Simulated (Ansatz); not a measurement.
Geometry optimisation, RKS PBE/6-31G in Ansatz 0.2.0.

Input:

```yaml
crystal:
  periodic: [false, false, false]
  atoms:
    - { symbol: Si, position_ang: [0.0, 0.0, 0.0] }
    - { symbol: F, position_ang: [0.0, 0.0, 1.59] }
    - { symbol: O, position_ang: [1.5842, 0.0, -0.5594] }
    - { symbol: Si, position_ang: [2.4906, -1.3762, -0.8866] }
    - { symbol: H, position_ang: [1.6598, -2.3521, -1.5857] }
    - { symbol: H, position_ang: [3.6318, -1.0202, -1.7249] }
    - { symbol: H, position_ang: [2.9691, -1.9538, 0.366] }
    - { symbol: C, position_ang: [-0.8808, 1.5259, -0.6227] }
    - { symbol: H, position_ang: [-1.9334, 1.2723, -0.8671] }
    - { symbol: H, position_ang: [-0.8624, 2.3106, 0.1622] }
    - { symbol: H, position_ang: [-0.3704, 1.9025, -1.5336] }
    - { symbol: H, position_ang: [-0.6877, -1.1914, -0.4862] }
basis:
  gaussian: { orbitals: "6-31G" }
hamiltonian:
  xc: pbe
relax:
  f_tol: 0.02
  max_steps: 40
```

Command:

```bash
$ ansatz run input.yaml --threads 1 --pin off --max-ram 2048MiB --backend cpu --events-out ev --progress --plain --runs-dir out
```

Q: Where does it end, and by what steps?

A: It converged. The force dipped under the threshold on the way, but the program's further checks kept it going. Limits of this set-up: no polarisation functions. After 17 steps the energy has fallen by 0.640 eV; H9 moved furthest, 0.91 Å.

```
step  energy less start (eV)  largest force component (eV/Å)  accepted
   0                  0.0000                           4.392       yes
   1                 -0.4252                           2.340       yes
   2                 -0.5720                           0.351       yes
   3                 -0.6008                           0.321       yes
   4                 -0.6126                           0.560       yes
   5                 -0.6210                           0.335       yes
   6                 -0.6326                           0.055       yes
   7                 -0.6077                           0.509        no
   8                 -0.6359                           0.014       yes
   9                 -0.6372                           0.148       yes
  10                 -0.6383                           0.037       yes
  11                 -0.6387                           0.018       yes
  12                 -0.6391                           0.020       yes
  13                 -0.6394                           0.020       yes
  14                 -0.6396                           0.020       yes
  15                 -0.6398                           0.050       yes
  16                 -0.6400                           0.037       yes
  17                 -0.6403                           0.019       yes
```

```xyz
12
Properties=species:S:1:pos:R:3
Si -0.335 -0.137 -0.172
F -0.398 -0.373 1.526
O 1.254 -0.396 -0.711
Si 2.649 -1.400 -0.846
H 2.258 -2.803 -1.280
H 3.550 -0.783 -1.890
H 3.377 -1.478 0.479
C -0.810 1.648 -0.560
H -1.825 1.876 -0.199
H -0.100 2.338 -0.077
H -0.772 1.816 -1.648
H -1.247 -1.190 -0.770
```

Whether the end is a true minimum wasn't checked by a vibrational analysis.

Time of the run: 73 s on 1 thread of Arm Neoverse V1, with other jobs on the host, peak memory 0.17 GiB.
